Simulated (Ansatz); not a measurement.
Na4Li3⁻. Total charge -1; singlet. Geometry PBE/def2-SVPD, basis def2-TZVPD, Ansatz.

```xyz
7

Li   -2.1330   -0.4030    1.2481
Li   -0.1266   -1.9562   -0.2272
Li   -1.2831    0.6122   -1.3700
Na   -0.5519    2.5966    1.0506
Na    0.9497   -0.8177    2.5571
Na    1.0542   -0.8655   -3.0360
Na    2.0908    0.8336   -0.2226
```

```csv
run,HOMO (eV),LUMO (eV)
A,0.19,0.88
B,-0.93,1.62
C,-0.26,1.04
D,-1.44,1.72
E,-0.41,1.06
```

B3LYP takes the VWN-RPA correlation. The structure comes from a short search, and lower isomers may exist.

Question: The runs used B3LYP, BLYP, CAM-B3LYP, PBE0, ωB97M-V. Estimate which is which.

Answer: A BLYP (0 % exact exchange); B CAM-B3LYP (range-separated); C B3LYP (20 % exact exchange); D ωB97M-V (range-separated); E PBE0 (25 % exact exchange). Exact exchange lowers occupied and raises empty levels; among semilocal functionals meta-GGAs tend to open the gap a little, and such runs are hard to tell apart. The gap grows from 0.69 eV (BLYP) to 3.15 eV (ωB97M-V). The restricted singlet is unstable towards broken spin symmetry in Hartree–Fock (as tested in another run); at BLYP/def2-TZVPD, CAM-B3LYP/def2-TZVPD, B3LYP/def2-TZVPD, ωB97M-V/def2-TZVPD and others this wasn't settled. At BLYP/def2-TZVPD the highest occupied level of the charge -1 singlet lies above zero (up to 0.19 eV). By energy differences its removal costs 1.26 eV (vertical, to the charge 0 doublet, at PBE0/def2-TZVPD).
